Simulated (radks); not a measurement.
Initial-state core-level shifts of the lanthanum ion La+ when its valence configuration changes from [Xe] 5d2. Calculated with a radial shooting solver on a logarithmic mesh with Libxc functionals: scalar-relativistic Kohn-Sham, PBEsol, spin-unpolarised, spherical densities, finite nucleus; Fermi nuclear charge, rms radius 4.855 fm. Shifts are changes of the shell-averaged eigenvalues in eV (positive: less bound); the change of the density at the nucleus, which sets a Mossbauer isomer shift, is in e/bohr^3, on a base of 3.642e+05.

valence              1s      2s      4d      5s  density at nucleus
4f1 5d1          +5.793  +6.357  +6.285  +2.986              -17.23
4f1 6p1          +3.020  +3.517  +3.470  +0.108              -15.44
5d1 6s1          -2.116  -2.219  -2.169  -2.052              +23.33
5d1.5 6s0.5      -1.031  -1.080  -1.059  -1.007              +11.23
5d0.5 6s1.5      -3.251  -3.411  -3.326  -3.127              +36.46
5d1 6p1          -3.202  -3.302  -3.251  -3.117               +2.87
4f0.5 5d1 6p0.5  +1.683  +1.956  +1.900  +0.093               -8.45
